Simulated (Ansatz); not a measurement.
BH4OSSi, SMILES `[SiH3]O[B]S` radical. The species carries charge 0 and has multiplicity 2.

```xyz
8

Si    0.351   -0.514    1.411
O     0.356   -0.286   -0.237
B    -0.396    0.495   -1.014
S    -0.208    0.586   -2.798
H     1.388   -1.532    1.689
H    -0.983   -0.995    1.843
H     0.680    0.763    2.089
H    -1.189    1.482   -2.981
```

Task: Give the diagnostics of a CCSD(T)/def2-TZVPP run (frozen core, the Gaussian-basis code of Ansatz). (Estimate.)

Result: Computed: T1 = 0.0156, largest single amplitude 0.029, largest double 0.029, (T) share of the correlation energy 3.9 %, 11 CCSD cycles. ⟨S²⟩ of the UHF reference is 0.757 against 0.75 for a pure state. T1 lies under the customary mark of 0.045 for open shells.
